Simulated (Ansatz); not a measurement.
Start from `COCN[SiH3]` and change one atom or group to get `FCN[SiH3]`.

Ansatz, PBE0-D4/def2-TZVP geometries, multiplicity 1. Each molecule was computed in one conformer, which needn't be the lowest.

```tsv
property	`COCN[SiH3]`
size of the dipole moment (B3LYP/def2-TZVPP) / D	1.86
size of the dipole moment (ωB97M-V/def2-TZVPP) / D	1.89
HOMO energy (B3LYP/def2-TZVPP) / eV	-7.06
size of the dipole moment (PBE/def2-TZVPP) / D	1.80
HOMO energy (ωB97M-V/def2-TZVPP) / eV	-9.64
zero-point energy (PBE0-D4/def2-TZVP) / kJ/mol	296.5
```

Problem. Give the same properties after the change, and the shifts. (Estimate.)

Solution. The calculation gave: 
```json
{"property": "size of the dipole moment (B3LYP/def2-TZVPP) / D", "`FCN[SiH3]`": "1.70", "shift": "-0.16"}
{"property": "size of the dipole moment (ωB97M-V/def2-TZVPP) / D", "`FCN[SiH3]`": "1.68", "shift": "-0.21"}
{"property": "HOMO energy (B3LYP/def2-TZVPP) / eV", "`FCN[SiH3]`": "-7.57", "shift": "-0.51"}
{"property": "size of the dipole moment (PBE/def2-TZVPP) / D", "`FCN[SiH3]`": "1.63", "shift": "-0.17"}
{"property": "HOMO energy (ωB97M-V/def2-TZVPP) / eV", "`FCN[SiH3]`": "-10.12", "shift": "-0.48"}
{"property": "zero-point energy (PBE0-D4/def2-TZVP) / kJ/mol", "`FCN[SiH3]`": "191.1", "shift": "-105.4"}
```

With PBE0 the HOMO falls by 0.50 eV and the LUMO falls by 0.13 eV, so the gap widens by about 0.37 eV. PBE moves the HOMO by -0.53 eV and ωB97M-V by -0.48 eV. The zero-point energy changes by -105.4 kJ/mol with -12 modes. Dipoles are sizes alone; their direction can turn.

Positive LUMOs are unbound, so they and the gaps depend on the basis.

B3LYP here is the variant with VWN-RPA as its local correlation; programs differ in this.
